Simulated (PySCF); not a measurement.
# S⁴⁺ (sulfur, charge +4): PBE calculation

Configuration: [Ne] 3s2, closed-shell 1S. Calculation: PySCF 2.14, in an uncontracted even-tempered set (20 s from 0.13 bohr⁻², ratio 2.5; 12 p from 0.17 bohr⁻², ratio 2.5; 5 d from 0.94 bohr⁻², ratio 2.7; 5 f from 1.4 bohr⁻², ratio 2.7); scalar relativity by spin-free X2C-1e.

```
Total energy                : -394.7867 hartree
One-electron energy         : -518.8526 hartree
Hartree (Coulomb) energy    : 148.0149 hartree
Exchange-correlation energy : -23.9490 hartree
⟨S²⟩                        : 0.0000
⟨L²⟩                        : 0.000
Sum of ⟨r⟩                  : 6.720 bohr
Sum of ⟨r²⟩                 : 6.924 bohr²
```

```json
{"shell": "1s", "electrons": "2", "mean orbital energy (eV)": "-2466.9", "rms radius, mean of both spins (bohr)": "0.112"}
{"shell": "2s", "electrons": "2", "mean orbital energy (eV)": "-271.06", "rms radius, mean of both spins (bohr)": "0.520"}
{"shell": "2p", "electrons": "6", "mean orbital energy (eV)": "-216.14", "rms radius, mean of both spins (bohr)": "0.491"}
{"shell": "3s", "electrons": "2", "mean orbital energy (eV)": "-65.914", "rms radius, mean of both spins (bohr)": "1.57"}
```

Densities and radii are taken from the X2C orbitals without a picture-change correction, which distorts them close to the nucleus.
